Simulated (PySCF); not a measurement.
Compound: C6H7NO.
Bonds: O1–N2, N2–C3, C3–C4 (aromatic), C4–C5 (aromatic), C5–C6 (aromatic), C6–C7 (aromatic), C7–C8 (aromatic), C3–C8 (aromatic). Hydrogens: H9 on O1; H10 on N2; H11 on C4; H12 on C5; H13 on C6; H14 on C7; H15 on C8.

Level of theory: PBE0-D3(BJ)/def2-TZVP geometry optimisation, gas phase in PySCF.

(1) List the bond lengths, angles and torsions at this level.

## Answers

(1) 
```
          bond  length (bohr)
         O1–N2          2.651
         N2–C3          2.649
  C3–C4, C3–C8          2.632
  C4–C5, C7–C8          2.617
  C5–C6, C6–C7          2.622
         O1–H9          1.817
        N2–H10          1.914
C4–H11, C8–H15          2.047
C5–H12, C7–H14          2.049
        C6–H13          2.047
```

Bonds in one row agree within 0.02 bohr and their mean is given. A selection of angles:
```
    angle  degrees
 N2–O1–H9    103.7
 O1–N2–C3    113.4
O1–N2–H10    106.8
C3–N2–H10    111.4
 N2–C3–C4    122.1
 N2–C3–C8    118.3
 C4–C3–C8    119.5
 C3–C4–C5    119.7
C3–C4–H11    119.4
C5–C4–H11    120.9
 C4–C5–C6    121.0
C4–C5–H12    119.1
C6–C5–H12    119.9
 C5–C6–C7    119.1
C5–C6–H13    120.5
C7–C6–H13    120.4
C7–C8–H15    120.2
```

Dihedral angles: O1–N2–C3–C4 25° (synperiplanar); H9–O1–N2–C3 -120° (anticlinal). The mirror-image conformer, all signs reversed, is as good.

The 6-membered ring C3–C4–C5–C6–C7–C8 has internal angles of 119.1° to 121.0° (sum 720°, against 720° for a flat polygon); it is planar, 0.00 Å rms from its mean plane, widest ring torsion 1°. O1 (hydroxyl oxygen) is bent (angle 103.7°). Of the pairs four or more bonds apart, O1···H11 is among the closest relative to their van der Waals radii: 2.44 Å, 90 % of the sum of Bondi's values. N2 (hydroxylamine nitrogen) is pyramidal (angles 113.4°, 111.4° and 106.8°, sum 331.6°, 0.39 Å off the plane of its three neighbours).

Point group: C1 (no symmetry element, even within 0.4 Å). No frequency check. One conformer, not necessarily the lowest (H–O1–N2–C3 -120°, O1–N2–C3–C4 25°).

Time: 3.1 min wall, 7.5 min CPU; peak memory 1.7 GiB. Hardware: 2 threads, Intel Xeon 6975P-C (x86_64), no GPU, on a shared host. That covers the optimisation of the geometry.
